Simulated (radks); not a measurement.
Spin polarisation of the 5d5 shell in the rhenium ion Re+. Start: [Xe] 4f14 5d(up 2.5, down 2.5) 6s(up 0.5, down 0.5); electrons of 5d are moved from spin down to spin up, other shells keep equal spins. Calculated with a radial shooting solver on a logarithmic mesh with Libxc functionals: scalar-relativistic Kohn-Sham, r2SCAN, spin-polarised, spherical densities, finite nucleus; meta-GGA in the generalised Kohn-Sham scheme; Fermi nuclear charge, rms radius of each element as measured or else 0.836 A^(1/3) + 0.57 fm.

moment (Bohr magnetons),E - E(0) (eV),e(5d up) (eV),e(5d down) (eV),6s down minus up (eV),4f down minus up (eV)
0,0.000,-12.988,-12.988,0.000,0.000
1,-0.207,-13.380,-12.550,0.478,0.114
2,-0.831,-13.728,-12.062,0.968,0.228
3,-1.877,-14.032,-11.509,1.490,0.341
4,-3.360,-14.292,-10.864,2.003,0.454
5,-5.324,-14.510,-10.080,2.534,0.567

At moment 5 the spin-polarisation energy is -5.324 eV and the 5d exchange splitting 4.430 eV, that is 0.886 eV per Bohr magneton; E = -I m^2/4 would give I = 0.852 eV.
